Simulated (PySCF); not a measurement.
WOSFCl, SMILES [O]=[W]([F])(=[S])[Cl], multiplicity 1.

Geometry: B3LYP-D3(BJ)/def2-SVP. The spin state was assumed, not searched. The structure was generated by enumeration; whether it is a known compound was not checked. The def2 effective core potentials stand for the cores of W; spin–orbit coupling is left out.

Two levels are set side by side: TDDFT-PBE/def2-SVPD (PySCF) and TDDFT-CAM-B3LYP/def2-SVPD (PySCF). Vertical, same geometry. The lowest singlet is HOMO→LUMO 93 % with PBE and HOMO→LUMO+1 78 %, HOMO→LUMO 16 % with the other functional; states are paired by order. Differences are taken from unrounded values.

| quantity | TDDFT-CAM-B3LYP |
|---|---|
| lowest singlet excitation (eV) | 3.24 |
| lowest triplet excitation (TDA) (eV) | 2.86 |

**Question.** What does TDDFT-PBE give, and how far is it from TDDFT-CAM-B3LYP? (The exact figures need the calculation; the answer reports its results.)

**Answer.** 
```
quantity                              TDDFT-PBE  TDDFT-PBE minus TDDFT-CAM-B3LYP
------------------------------------  ---------  -------------------------------
lowest singlet excitation (eV)             3.20                            -0.04
lowest triplet excitation (TDA) (eV)       2.75                            -0.11
```

Rough cost on one machine, each run with all the roots and properties that it gave: TDDFT-CAM-B3LYP against TDDFT-PBE about 6 times.
